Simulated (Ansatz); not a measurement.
Cost and result up the ladder for the cluster Te₂Se₃ (5 atoms). Charge 0, multiplicity 1. Geometry: PBE-D4/def2-SVP.

```xyz
5

Se   -0.569    0.528   -1.926
Se   -0.354    2.044    0.094
Se    1.499   -1.234    0.766
Te   -0.440   -1.740   -0.895
Te   -0.136    0.403    1.960
```

Ansatz on 4 threads of Intel Xeon on a shared host. Times are rough, and most runs start from the orbitals of an earlier one. ωB97M-V/def2-TZVP serves as the yardstick here, not as an exact answer. Differences are given only for rows in sets of like size (and for xTB, whose basis is part of the method), since another set adds its own error. Binding counts from free atoms at the same level (Se triplet, Te triplet; other spins of the atoms weren't run), without zero-point energy or a counterpoise term.

In the def2 sets Te takes a core potential; there is no spin–orbit coupling. LC-ωPBE has ω = 0.4 bohr⁻¹. Correlated methods freeze 35 core orbitals; core or outer-core shells of Se, Te are correlated, in sets that lack core-valence functions. The rows differ in basis, and correlated rows in double-zeta sets carry the largest basis error. The structure comes from a short search, and lower isomers may exist.

Correlated methods converge slowly with the basis, most of all in double-zeta sets.

```json
{"level": "PBE-D4/def2-SVP", "functions": "148", "wall time": "3.1 s", "binding energy per atom (eV)": "2.41", "difference from ωB97M-V/def2-TZVP (eV)": "–"}
{"level": "PBE0-D4/def2-SVP", "functions": "148", "wall time": "7 s", "binding energy per atom (eV)": "2.15", "difference from ωB97M-V/def2-TZVP (eV)": "–"}
{"level": "PBE-D4/def2-TZVP (with forces)", "functions": "244", "wall time": "8.5 s", "binding energy per atom (eV)": "2.45", "difference from ωB97M-V/def2-TZVP (eV)": "0.45"}
{"level": "PBE-D4/def2-TZVPD", "functions": "289", "wall time": "10 s", "binding energy per atom (eV)": "2.46", "difference from ωB97M-V/def2-TZVP (eV)": "0.45"}
{"level": "LC-ωPBE/def2-TZVP", "functions": "244", "wall time": "13 s", "binding energy per atom (eV)": "1.84", "difference from ωB97M-V/def2-TZVP (eV)": "-0.17"}
{"level": "r2SCAN-D4/def2-TZVP", "functions": "244", "wall time": "16 s", "binding energy per atom (eV)": "2.23", "difference from ωB97M-V/def2-TZVP (eV)": "0.22"}
{"level": "r2SCAN-D4/def2-TZVPD", "functions": "289", "wall time": "18 s", "binding energy per atom (eV)": "2.23", "difference from ωB97M-V/def2-TZVP (eV)": "0.23"}
{"level": "RPA@PBE/def2-TZVP", "functions": "244", "wall time": "20 s", "binding energy per atom (eV)": "1.82", "difference from ωB97M-V/def2-TZVP (eV)": "-0.18"}
{"level": "PBE0-D4/def2-TZVPD", "functions": "289", "wall time": "24 s", "binding energy per atom (eV)": "2.22", "difference from ωB97M-V/def2-TZVP (eV)": "0.22"}
{"level": "PBE0-D4/def2-TZVP", "functions": "244", "wall time": "24 s", "binding energy per atom (eV)": "2.22", "difference from ωB97M-V/def2-TZVP (eV)": "0.22"}
{"level": "PBE-QIDH/def2-TZVP", "functions": "244", "wall time": "25 s", "binding energy per atom (eV)": "2.08", "difference from ωB97M-V/def2-TZVP (eV)": "0.07"}
{"level": "MP2/def2-TZVP", "functions": "244", "wall time": "25 s", "binding energy per atom (eV)": "2.11", "difference from ωB97M-V/def2-TZVP (eV)": "0.11"}
{"level": "ωB97M-V/def2-TZVP (with forces)", "functions": "244", "wall time": "56 s", "binding energy per atom (eV)": "2.00", "difference from ωB97M-V/def2-TZVP (eV)": "0.00"}
{"level": "CCSD(T)/def2-SVP", "functions": "148", "wall time": "93 s", "binding energy per atom (eV)": "1.66", "difference from ωB97M-V/def2-TZVP (eV)": "–"}
```
